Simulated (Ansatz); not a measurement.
Calculation: frozen-core CCSD(T)/cc-pVTZ // B3LYP-D3(BJ)/def2-TZVP run with Ansatz (a quantum-chemistry and plane-wave program).

Ansatz 0.2 input:
```yaml
crystal:
  periodic: [false, false, false]
  atoms:
    - { symbol: S, position_ang: [2.08572, 0.576058, 0.511495] }
    - { symbol: Al, position_ang: [-0.046375, 0.385476, 0.13304] }
    - { symbol: S, position_ang: [-0.883429, -1.462347, -0.657407] }
    - { symbol: Br, position_ang: [-1.36672, 2.156499, 0.582725] }
    - { symbol: H, position_ang: [2.349108, -0.676949, 0.095692] }
    - { symbol: H, position_ang: [-2.138305, -0.978739, -0.665544] }
basis:
  gaussian: { orbitals: cc-pVTZ }
correlation:
  method: ccsd_t
```

Output:

```
Functional definition: HF
1038 factors; integrals over basis functions are off by at most 9.7e-4 eV
mean field evaluation 1: about -98254.0614 eV, gradient 1.9e1 eV
mean field evaluation 2: about -98254.2200 eV, gradient 1.9e1 eV
mean field evaluation 4: about -98255.7008 eV, gradient 2.4e0 eV
mean field evaluation 8: about -98255.7442 eV, gradient 1.7e-1 eV
mean field evaluation 16: about -98255.7444 eV, gradient 1.1e-6 eV
mean field -98255.74438310 eV, -3610.8320059435 hartree, gradient 1.1e-6 eV, S^2 0.000000; 0 other end points of the search recorded, 0 dependent functions left out
24 core orbitals not correlated
reference -98255.74438310 eV, -3610.8320059435 hartree; 17, 17 occupied and 132, 132 virtual orbitals, 1038 factors
second order -17.54702536 eV of doubles, -0.00000000 eV of singles
cycle   1  -18.33005156 eV  change   -7.8e-1 eV  update   8.6e-2
cycle   2  -18.75584551 eV  change   -4.3e-1 eV  update   2.5e-2
cycle   3  -18.81463179 eV  change   -5.9e-2 eV  update   1.1e-2
cycle   4  -18.80586205 eV  change    8.8e-3 eV  update   2.9e-3
cycle   5  -18.80533165 eV  change    5.3e-4 eV  update   1.0e-3
cycle   6  -18.80498250 eV  change    3.5e-4 eV  update   3.0e-4
cycle   7  -18.80488695 eV  change    9.6e-5 eV  update   9.5e-5
cycle   8  -18.80492899 eV  change   -4.2e-5 eV  update   2.9e-5
perturbative correction -0.82757716 eV, -0.0304128998 hartree
Total energy: -98275.37688925 eV, -3611.5534872371 hartree
```

Cost: about 80 core-seconds (a rough figure).
